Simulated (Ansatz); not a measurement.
Other settings, tried on the cluster MgI₂.

```yaml
crystal:
  periodic: [false, false, false]
  atoms:
    - {symbol: Mg, position_ang: [-0.001213, -0.002708, 0.001849]}
    - {symbol: I, position_ang: [0.915427, 1.037629, 2.117484]}
    - {symbol: I, position_ang: [-0.914214, -1.034931, -2.119333]}
basis:
  gaussian: {orbitals: x2c-TZVPPall}
hamiltonian: {xc: {name: SVWN5}}
scf: {lower_state_search: off}
```

```sh
$ ansatz run in.yaml --threads 4 --pin off --events-out ev --progress --plain --max-ram 3916MiB
```

It prints (some lines left out):

```
Functional definition: SVWN5
1270 factors; their error is unknown
mean field evaluation 1: about -392337.2780 eV, gradient 1.9e1 eV
mean field evaluation 2: about -392334.7102 eV, gradient 3.7e1 eV
mean field evaluation 4: about -392338.5106 eV, gradient 2.4e0 eV
mean field evaluation 8: about -392338.5195 eV, gradient 4.3e-2 eV
mean field evaluation 16: about -392338.5084 eV, gradient 3.9e-6 eV
mean field -392338.50836373 eV, -14418.1742457745 hartree, gradient 3.8e-6 eV, S^2 0.000000; 0 other end points of the search recorded, 0 dependent functions left out
reference -392338.50839233 eV, -14418.1742468256 hartree; 59, 59 occupied and 93, 93 virtual orbitals, 1270 factors
Total energy: -392338.50839233 eV, -14418.1742468256 hartree
Relativity: scalar
Checks for a lower state left out: stability, starts, cluster_reference, orbital_swaps, neighbouring_geometries, increment
```

It took 0.75 s on 4 threads of Arm Neoverse V1 on a shared host.

DK, ANO-RCC and x2c sets are all-electron and run with scalar relativity unless a key says otherwise.
